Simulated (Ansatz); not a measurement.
Job for Ansatz (a quantum-chemistry and plane-wave program): R-CCSD(T)/def2-TZVPP on BClFHSe (SMILES FB(Cl)[SeH]), a point of a torsion scan. The run froze 21 orbitals, filled d shells among them.

Ansatz 0.2 input:
```yaml
crystal:
  periodic: [false, false, false]
  atoms:
    - {symbol: F, position_ang: [-0.76860408, 1.34233921, -0.14078763]}
    - {symbol: B, position_ang: [-0.54931018, 0.06311005, 0.11286213]}
    - {symbol: Cl, position_ang: [-1.82163564, -1.05115657, -0.12589281]}
    - {symbol: Se, position_ang: [1.25286092, -0.47393697, 0.53104114]}
    - {symbol: H, position_ang: [1.88583300, 0.66091115, -0.09364776]}
basis:
  gaussian:
    orbitals: def2-TZVPP
magnetization: {spin_polarized: false}
correlation: {method: ccsd_t, electrons: outside_noble_gas}
scf: {lower_state_search: off}
```

**Question.** Give the final energy of this run.

**Answer.** -2984.9853 hartree (reference determinant -2984.2378, T1 diagnostic 0.013).

**Question.** How many basis functions does it have, and what does it roughly cost on one machine?

**Answer.** 166 functions; around 60 core-seconds (rough).
